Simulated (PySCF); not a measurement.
```xyz
4
charge 1 multiplicity 4, angstrom
Ir    0.0565    0.0000    0.0000
F     1.8776    0.0001    0.0000
F    -1.2275    1.2799    0.0000
F    -1.2274   -1.2800    0.0000
```

These are results of UB3LYP/[Ir def2-SVP with ECP60, F def2-SVP], scalar-relativistic core potentials, density fitting, no spin–orbit coupling, PySCF, not measurements.

This geometry of [IrF3]+ is a stationary point at this level.

Problem. What is the point group?

Solution. C2v.

Problem. Is it a minimum?

Solution. No: it has 1 imaginary mode, at 92i cm⁻¹ (b2).

Problem. List the harmonic modes with their infrared intensities.

Solution. 
| symmetry | ω (cm⁻¹) | IR (km/mol) |
| --- | --- | --- |
| b2 | 92i | – |
| b1 | 176 | 6.5 |
| a1 | 246 | 2.4 |
| b2 | 718 | 30.7 |
| a1 | 731 | 7.2 |
| a1 | 765 | 63.6 |

Problem. What are the dipole moment and the gap between the highest occupied and lowest empty levels of either spin?

Solution. 0.61 D about the centre of mass and 2.79 eV.

In C2v the vibrations span 2b2 + b1 + 3a1. Here b1 is antisymmetric to the molecular plane and b2 lies in it.

This need not be the most stable arrangement of these atoms. Other spin states or occupations of the open shell can lie lower. At this level a quartet minimum of C2v symmetry lies 8 kJ/mol below this structure. Spin–orbit coupling, left out here, can matter for elements this heavy.
